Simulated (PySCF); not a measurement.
## Polarisability and C₆ of Tc⁺ (technetium, charge +1)

[Kr] 4d5 5s1, high-spin 7S determinant. All numbers are calculated (PySCF 2.14, a scalar-relativistic core potential, in aug-cc-pV5Z-PP with ECP28MDF (8s8p7d5f4g3h2i, 197 functions)). Coupled (time-dependent) response in atomic units; α is the mean over directions.

```json
{"method": "MN15", "mean α (bohr³)": "36.49", "C₆ (like pair)": "276.6", "S(−4)": "752.0"}
```

S(−4) is the Cauchy moment in α(ω) = α(0) + S(−4) ω² + …

α(iu) at MN15:

```
u (hartree)  α(iu) (bohr³)
          0          36.49
     0.0500          34.73
      0.100          30.55
      0.200          21.75
      0.300          15.84
      0.500          9.848
      0.750          6.521
       1.00          4.758
       1.50          2.904
       2.00          1.957
       3.00          1.049
       5.00         0.4347
```

A single London oscillator, α(iu) = α/(1 + u²/ω²), gives C₆ = (3/4) ω α². Matching the computed C₆ needs ω = 4 × 276.6 / (3 × 36.49²) = 0.277 hartree.

For an ion, C₆ is the dispersion term alone; charge-induced terms of lower order in 1/R come first.

Energies and moments cover only the electrons outside the core potential.
